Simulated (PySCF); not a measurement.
H4OSeSi, SMILES [SiH3]O[SeH].

Geometry: r2SCAN-D4/def2-SVP. Other conformers were not sampled.

Level of theory: CAM-B3LYP/def2-TZVPD run with PySCF.

Isolated molecule, no solvent.

The total energy comes out as -2768.82892 hartree, the highest occupied level is -8.33 eV and the lowest empty level is -0.75 eV. The orbital gap comes out as 7.57 eV and the dipole moment is 1.15 D. The quadrupole, principal values (traceless, Buckingham form, about the centre of nuclear charge) comes out as -5.11, 0.70, 4.41 D·Å. The mean static polarisability comes out as 60.1 bohr³ (8.91 Å³) and the polarisability, principal values comes out as 53.5, 54.8, 72.0 bohr³.
